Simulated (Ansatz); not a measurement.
`C=NCO[SiH3]` and `BCO[SiH3]` differ in one atom or group.

Ansatz, PBE0-D4/def2-TZVP geometries, multiplicity 1. Each molecule was computed in one conformer, which needn't be the lowest.

```csv
property,`C=NCO[SiH3]`
LUMO energy (PBE/def2-TZVPP) / eV,-1.46
HOMO energy (ωB97M-V/def2-TZVPP) / eV,-10.08
LUMO energy (PBE0/def2-TZVPP) / eV,-0.32
HOMO energy (PBE/def2-TZVPP) / eV,-6.19
HOMO energy (PBE0/def2-TZVPP) / eV,-7.69
HOMO–LUMO gap (B3LYP/def2-TZVPP) / eV,6.86
```

(1) Give the same properties after the change, and the shifts. (An estimate is asked.)

Results:

(1) The calculation gave: 
| property | `BCO[SiH3]` | shift |
| --- | --- | --- |
| LUMO energy (PBE/def2-TZVPP) / eV | -2.56 | -1.10 |
| HOMO energy (ωB97M-V/def2-TZVPP) / eV | -10.64 | -0.56 |
| LUMO energy (PBE0/def2-TZVPP) / eV | -1.50 | -1.18 |
| HOMO energy (PBE/def2-TZVPP) / eV | -6.80 | -0.61 |
| HOMO energy (PBE0/def2-TZVPP) / eV | -8.28 | -0.59 |
| HOMO–LUMO gap (B3LYP/def2-TZVPP) / eV | 6.30 | -0.56 |

With PBE0 the HOMO falls by 0.59 eV and the LUMO falls by 1.18 eV, so the gap narrows by about 0.59 eV. PBE moves the HOMO by -0.61 eV and ωB97M-V by -0.56 eV.

B3LYP here is the variant with VWN-RPA as its local correlation; programs differ in this.
